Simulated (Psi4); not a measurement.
CN, doublet (typed; the unrestricted solution is spin-contaminated), at a GFN2-xTB geometry; MP2/aug-cc-pVDZ (Psi4).

Here is a job for Psi4.
```
memory 2 GB

molecule {
0 2
  C    -0.00000000   -0.00000000   -0.61154216
  N     0.00000000    0.00000000    0.52417899
}

set basis aug-cc-pvdz
set reference uhf
set freeze_core true

energy('mp2')
print_variables()
```

Output, abridged:

```
    SCF Algorithm Type (re)set to DF.

   => Loading Basis Set <=

    Name: AUG-CC-PVDZ
    Role: ORBITAL
    Keyword: BASIS

         ---------------------------------------------------------
                                   SCF
               by Justin Turney, Rob Parrish, Andy Simmonett
                          and Daniel G. A. Smith
                              UHF Reference
         ---------------------------------------------------------

  ==> Geometry <==

    Molecular point group: c2v
    Full point group: C_inf_v

    Geometry (in Angstrom), charge = 0, multiplicity = 2:

       Center              X                  Y                   Z               Mass
    ------------   -----------------  -----------------  -----------------  -----------------
         C            0.000000000000     0.000000000000    -0.611604124541    12.000000000000
         N            0.000000000000     0.000000000000     0.524117025459    14.003074004430

  Running in c2v symmetry.

  Rotational constants: A = ************  B =      2.02243  C =      2.02243 [cm^-1]
  Rotational constants: A = ************  B =  60630.87477  C =  60630.87477 [MHz]
  Nuclear repulsion =   19.569454040844445

  Charge       = 0
  Multiplicity = 2
  Electrons    = 13
  Nalpha       = 7
  Nbeta        = 6

  ==> Algorithm <==

  SCF Algorithm Type is DF.
  DIIS enabled.
  MOM disabled.
  Fractional occupation disabled.
  Guess Type is SAD.
  Energy threshold   = 1.00e-08
  Density threshold  = 1.00e-08
  Integral threshold = 1.00e-12

  ==> Primary Basis <==

  Basis Set: AUG-CC-PVDZ
    Blend: AUG-CC-PVDZ
    Number of shells: 18
    Number of basis functions: 46
    Number of Cartesian functions: 50
    Spherical Harmonics?: true
    Max angular momentum: 2

   => Loading Basis Set <=

    Name: (AUG-CC-PVDZ AUX)
    Role: JKFIT
    Keyword: DF_BASIS_SCF

  ==> Integral Setup <==

  SCF_SUBTYPE=INCORE selected. In-core MEM_DF algorithm will be used.
  Using in-core AOs.

  ==> MemDFJK: Density-Fitted J/K Matrices <==

    J tasked:                   Yes
    K tasked:                   Yes
    wK tasked:                   No
    Algorithm:                 Core
    Schwarz Cutoff:           1E-12
    Mask sparsity (%):       0.0000
    Fitting Condition:        1E-10

   => Auxiliary Basis Set <=

  Basis Set: (AUG-CC-PVDZ AUX)
    Blend: AUG-CC-PVDZ-JKFIT
    Number of shells: 56
    Number of basis functions: 172
    Number of Cartesian functions: 202
    Spherical Harmonics?: true
    Max angular momentum: 3

  Minimum eigenvalue in the overlap matrix is 9.7919610972E-04.
  Reciprocal condition number of the overlap matrix is 2.3080831008E-04.
    Using symmetric orthogonalization.

  ==> Pre-Iterations <==

  SCF Guess: Superposition of Atomic Densities via on-the-fly atomic UHF (no occupation information).

   -------------------------
    Irrep   Nso     Nmo
   -------------------------
     A1        22      22
     A2         4       4
     B1        10      10
     B2        10      10
   -------------------------
    Total      46      46
   -------------------------

  ==> Iterations <==

                           Total Energy        Delta E     RMS |[F,P]|

   @DF-UHF iter SAD:   -91.25432509952880   -9.12543e+01   0.00000e+00
   @DF-UHF iter   1:   -92.12619315014321   -8.71868e-01   1.48531e-02 ADIIS/DIIS
   @DF-UHF iter   2:   -92.13203416298568   -5.84101e-03   1.49492e-02 ADIIS/DIIS
   @DF-UHF iter   3:   -92.20237129005940   -7.03371e-02   1.61697e-03 ADIIS/DIIS
   @DF-UHF iter   4:   -92.20585043688541   -3.47915e-03   9.39289e-04 ADIIS/DIIS
   @DF-UHF iter   5:   -92.20769887679786   -1.84844e-03   8.49643e-04 ADIIS/DIIS
   @DF-UHF iter   6:   -92.21040781360566   -2.70894e-03   7.24418e-04 ADIIS/DIIS
   @DF-UHF iter   7:   -92.21319346769761   -2.78565e-03   5.51068e-04 ADIIS/DIIS
   @DF-UHF iter   8:   -92.21509369856408   -1.90023e-03   2.99382e-04 ADIIS/DIIS
[...]

[...]
      22A1     3.316631

    Final Occupation by Irrep:
             A1    A2    B1    B2
    DOCC [     4,    0,    1,    1 ]
    SOCC [     1,    0,    0,    0 ]
    NA   [     5,    0,    1,    1 ]
    NB   [     4,    0,    1,    1 ]

  @DF-UHF Final Energy:   -92.21566323395537

   => Energetics <=

    Nuclear Repulsion Energy =             19.5694540408444446
    One-Electron Energy =                -163.0541647972511043
    Two-Electron Energy =                  51.2690475224512952
    Total Energy =                        -92.2156632339553539

  UHF NO Occupations:
  HONO-2 :    1 B1 1.9303322
  HONO-1 :    1 B2 1.9303322
  HONO-0 :    5 A1 1.0000000
  LUNO+0 :    2 B1 0.0696678
  LUNO+1 :    2 B2 0.0696678
  LUNO+2 :    6 A1 0.0011650
  LUNO+3 :    7 A1 0.0003686

Computation Completed

Properties will be evaluated at   0.000000,   0.000000,   0.000000 [a0]

Properties computed using the SCF density matrix

 Multipole Moments:

 ------------------------------------------------------------------------------------
     Multipole            Electronic (a.u.)      Nuclear  (a.u.)        Total (a.u.)
 ------------------------------------------------------------------------------------

 L = 1.  Multiply by 2.5417464519 to convert [e a0] to [Debye]
 Dipole X            :          0.0000000            0.0000000            0.0000000
 Dipole Y            :          0.0000000            0.0000000            0.0000000
 Dipole Z            :         -0.8817097           -0.0015223           -0.8832320
 Magnitude           :                                                    0.8832320

 ------------------------------------------------------------------------------------

  //>>>>>>>>>>>>>>>>>>>>>>>>>>>>>>>>>>>//
  //               DFMP2               //
  //<<<<<<<<<<<<<<<<<<<<<<<<<<<<<<<<<<<//

   => Loading Basis Set <=

    Name: (AUG-CC-PVDZ AUX)
    Role: RIFIT
    Keyword: DF_BASIS_MP2

	 --------------------------------------------------------
	                          DF-MP2
	      2nd-Order Density-Fitted Moller-Plesset Theory

	        Rob Parrish, Justin Turney, Andy Simmonett,
	           Ed Hohenstein, and C. David Sherrill
	 --------------------------------------------------------

	 --------------------------------------------------------
	                 NBF =    46, NAUX =   144
	 --------------------------------------------------------
	   CLASS    FOCC     OCC    AOCC    AVIR     VIR    FVIR
	   ALPHA       2       7       5      39      39       0
	    BETA       2       6       4      40      40       0
	 --------------------------------------------------------

	-----------------------------------------------------------
	 ==================> DF-MP2 Energies <====================
	-----------------------------------------------------------
	 Reference Energy          =     -92.2156632339553681 [Eh]
	 Singles Energy            =      -0.0000000000000000 [Eh]
	 Same-Spin Energy          =      -0.0665496356205918 [Eh]
	 Opposite-Spin Energy      =      -0.1692610709811437 [Eh]
	 Correlation Energy        =      -0.2358107066017355 [Eh]
	 Total Energy              =     -92.4514739405571078 [Eh]
	-----------------------------------------------------------
	 ================> DF-SCS-MP2 Energies <==================
	-----------------------------------------------------------
	 SCS Same-Spin Scale       =       0.3333333333333333 [-]
	 SCS Opposite-Spin Scale   =       1.2000000000000000 [-]
	 SCS Same-Spin Energy      =      -0.0221832118735306 [Eh]
	 SCS Opposite-Spin Energy  =      -0.2031132851773724 [Eh]
	 SCS Correlation Energy    =      -0.2252964970509030 [Eh]
	 SCS Total Energy          =     -92.4409597310062736 [Eh]
	-----------------------------------------------------------

  Variable Map:
  ----------------------------------------------------------------------------
[...]
  Array Variable Map:
  ----------------------------------------------------------------------------
[...]
[...]
```
